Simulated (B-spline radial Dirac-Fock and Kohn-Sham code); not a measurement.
**Relativistic shifts of the levels of Cr⁴⁺**

System: Cr⁴⁺ in the configuration [Ar] 3d2.

Both columns are ΔSCF binding energies of the configuration average from a radial B-spline solver: non-relativistic Hartree-Fock with a point nucleus, and Dirac-Fock with a finite nucleus and the Coulomb interaction alone, averaged over the two j levels with weights 2j+1.

```csv
shell,Hartree-Fock (eV),Dirac-Fock (eV),shift (eV),shift (%)
1s,6027.3,6073.9,+46.54,+0.77
2s,767.6,777.0,+9.34,+1.22
2p,655.3,656.6,+1.34,+0.20
3s,148.8,150.3,+1.48,+0.99
3p,113.9,114.1,+0.21,+0.19
3d,67.40,67.09,-0.32,-0.47
```

Relativity binds 1s, 2s, 2p, 3s, 3p more strongly, among those listed most of all 2s in relative terms, and 3d more weakly, because the contracted s and p shells screen the nucleus better.

Values without a named source are computed, but for edge energies of neutral atoms, which are taken from tables.
